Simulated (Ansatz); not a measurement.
Relaxation of Mg₂Si₂⁻ with UKS r2SCAN-D4/def2-TZVPD.

```sh
$ ansatz run in.yaml --threads 4 --pin off --events-out ev --progress --plain --max-ram 3916MiB
```

```yaml
crystal:
  periodic: [false, false, false]
  atoms:
    - {symbol: Mg, position_ang: [-1.320900, 1.458830, -0.454310]}
    - {symbol: Mg, position_ang: [0.151610, -1.668400, 1.127680]}
    - {symbol: Si, position_ang: [1.354560, 0.242970, -0.779610]}
    - {symbol: Si, position_ang: [-0.185270, -0.033390, 0.106230]}
basis:
  gaussian: {orbitals: def2-TZVPD}
total_charge: -1
magnetization: {spin_polarized: true, initial_magnetization: 1}
hamiltonian: {xc: r2scan, dispersion: d4}
scf: {lower_state_search: "off"}
output: {orbitals: {seedname: orbitals}}
relax: {f_tol: 0.02, max_steps: 100}
```

Run time 46 s (4 threads of Arm Neoverse V2 on a shared host).

Positions (Å) and forces (eV/Å) at steps 1, 2, 3, 4, 5, 6, 7, 8, 9, 10, 12 of 12:

```xyz
4
step=1 energy=-26634.8731 eV
Mg   -1.321    1.459   -0.454   -4.848    6.692   -2.623
Mg    0.152   -1.668    1.128    1.719   -7.253    4.431
Si    1.355    0.243   -0.780   10.638    1.909   -6.119
Si   -0.185   -0.033    0.106   -7.509   -1.348    4.312
4
step=2 energy=-26638.7523 eV
Mg   -1.429    1.610   -0.514   -2.310    3.426   -1.420
Mg    0.192   -1.831    1.227    1.025   -3.655    2.162
Si    1.477    0.265   -0.850    3.105    0.557   -1.785
Si   -0.241   -0.043    0.138   -1.820   -0.328    1.043
4
step=3 energy=-26640.0870 eV
Mg   -1.502    1.771   -0.596   -0.822    1.387   -0.624
Mg    0.269   -1.991    1.307    0.511   -1.439    0.804
Si    1.531    0.274   -0.881    0.540    0.095   -0.309
Si   -0.298   -0.054    0.171   -0.228   -0.043    0.130
4
step=4 energy=-26640.4374 eV
Mg   -1.502    1.931   -0.711   -0.126    0.325   -0.176
Mg    0.409   -2.126    1.340    0.178   -0.274    0.117
Si    1.479    0.264   -0.850   -0.071   -0.033    0.056
Si   -0.386   -0.069    0.220    0.019   -0.018    0.003
4
step=5 energy=-26640.4529 eV
Mg   -1.471    1.945   -0.735   -0.143    0.351   -0.186
Mg    0.449   -2.125    1.322    0.191   -0.154    0.025
Si    1.444    0.256   -0.829   -0.037   -0.103    0.090
Si   -0.423   -0.076    0.242   -0.010   -0.094    0.071
4
step=6 energy=-26640.8356 eV
Mg   -1.397    2.047   -0.841   -0.025    0.172   -0.112
Mg    0.629   -2.138    1.251    0.146    0.120   -0.151
Si    1.336    0.184   -0.729    0.136   -0.165    0.058
Si   -0.568   -0.093    0.318   -0.257   -0.126    0.205
4
step=7 energy=-26640.9443 eV
Mg   -1.289    2.092   -0.922    0.103   -0.149    0.060
Mg    0.784   -2.089    1.147    0.036    0.242   -0.190
Si    1.224    0.112   -0.627    0.068   -0.143    0.072
Si   -0.720   -0.115    0.401   -0.208    0.049    0.058
4
step=8 energy=-26641.0055 eV
Mg   -1.163    2.074   -0.965    0.230   -0.387    0.174
Mg    0.902   -1.994    1.026   -0.080   -0.067    0.083
Si    1.125    0.048   -0.536    0.066    0.337   -0.270
Si   -0.864   -0.128    0.475   -0.216    0.117    0.013
4
step=9 energy=-26641.1535 eV
Mg   -0.993    1.969   -0.966    0.279   -0.339    0.118
Mg    0.931   -1.929    0.966   -0.040   -0.141    0.119
Si    1.021    0.127   -0.546   -0.071    0.455   -0.294
Si   -0.959   -0.166    0.546   -0.168    0.025    0.057
4
step=10 energy=-26641.1930 eV
Mg   -0.917    1.920   -0.966    0.015   -0.017    0.005
Mg    0.946   -1.910    0.945   -0.024   -0.126    0.101
Si    0.971    0.170   -0.554    0.005    0.164   -0.120
Si   -1.001   -0.180    0.575    0.004   -0.021    0.013
4
step=12 energy=-26641.1979 eV
Mg   -0.925    1.919   -0.961   -0.001    0.000    0.000
Mg    0.928   -1.927    0.965   -0.001    0.004   -0.002
Si    0.981    0.191   -0.573   -0.016   -0.006    0.012
Si   -0.984   -0.183    0.570    0.018    0.002   -0.010
```

The charge -1 doublet is spin-contaminated (final ⟨S²⟩ up to 1.45, 0.75 for a pure state). The structure comes from a short search, and lower isomers may exist.
